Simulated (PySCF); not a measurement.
Computed with B3LYP-D3(BJ)/def2-TZVP // B3LYP-D3(BJ)/def2-SVP run with PySCF. All species are isolated molecules in the gas phase. One relaxed conformer stands for a flexible species; it need not be the lowest. B3LYP has the VWN-RPA correlation part, as in Gaussian. 

Reference species (SMILES): `C[C@@H](CC[SiH3])C(F)(F)F` (C–C–C–C torsion -64°, C–C–C–Si torsion -177°) (neutral, multiplicity 1).

```json
{
  "S1 oscillator strength": "0.088",
  "HOMO–LUMO gap": "8.81 eV"
}
```

Changed species: `CC[C@@H](C[SiH3])C(F)(F)F` (C–C–C–C torsion 173°, C–C–C–Si torsion -63°).

Question: Predict the effect on the S1 oscillator strength and HOMO–LUMO gap.

Answer: the S1 oscillator strength is nearly the same; the HOMO–LUMO gap increases by 0.30 eV, to 9.11 eV.
